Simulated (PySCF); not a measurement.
Gas-phase reaction: 4 GaCl2 + GaH3.NH3 → GaNH2 + 4 HCl + 4 GaCl

Energies from PySCF, thermal terms from the rigid-rotor harmonic-oscillator model, ideal gas at 1 bar. † marks an energy on the PBE0/def2-TZVP geometry and frequencies; other levels use their own. Open shells (unrestricted): GaCl2 (multiplicity 2); the rest are closed-shell singlets. Ga: all electrons, no relativistic terms. Adducts (GaH3.NH3) have no counterpoise correction, and HF, PBE, BLYP, B3LYP and PBE0 lack dispersion. GaCl2, GaH3.NH3, GaNH2: computed as isolated molecules; such fragments, hydroxides, amides, oligomers or adducts are transient or little studied in the gas.

PBE0/def2-SVP† gives ΔH°(298 K) = 166 kJ.

**Question.** What do ωB97M-V/def2-TZVP†, PBE0/def2-TZVP, PBE/def2-TZVP† give?

**Answer.** ωB97M-V/def2-TZVP†: 72 kJ; PBE0/def2-TZVP: 124 kJ; PBE/def2-TZVP†: 72 kJ. For scale, ΔH°(298 K) is 166 kJ at this level, 72 kJ at ωB97M-V/def2-TZVP†, and runs from -40 to 234 kJ over the 20 levels computed.
